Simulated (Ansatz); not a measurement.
```yaml
crystal:
  periodic: [false, false, false]
  atoms:
    - {symbol: S, position_ang: [-1.047702, 1.986169, 0.755794]}
    - {symbol: Si, position_ang: [0.611735, 0.697252, 0.626836]}
    - {symbol: Cl, position_ang: [1.840575, 1.587066, -0.900433]}
    - {symbol: O, position_ang: [0.303026, -0.908868, 0.248652]}
    - {symbol: Ga, position_ang: [-0.405750, -1.501496, -1.096914]}
    - {symbol: H, position_ang: [-1.723511, 1.293552, 1.760557]}
    - {symbol: H, position_ang: [1.461794, 0.711427, 1.911888]}
    - {symbol: H, position_ang: [-0.574929, -0.885670, -2.476860]}
    - {symbol: H, position_ang: [-0.952595, -3.119853, -0.854088]}
basis:
  gaussian: {orbitals: def2-SVP, nuclear_model: gaussian, point_charges: [{charge: -1.00, position_ang: [4.766, 0.933, 0.543]}]}
hamiltonian: {xc: {name: HF}}
correlation: {method: mp2, frozen_orbitals: {S: 0}}
output: {forces: true}
```

```sh
$ ansatz run in.yaml --threads 4 --pin off --events-out ev --progress --plain --max-ram 10444MiB
```

Shortened log:

```
Functional definition: HF
Error: "frozen_orbitals" has no count for Si
```

Question: What is wrong with this run?

Answer: Frozen orbitals are typed for one element alone, and the program wants a count for each. The program refused the input.
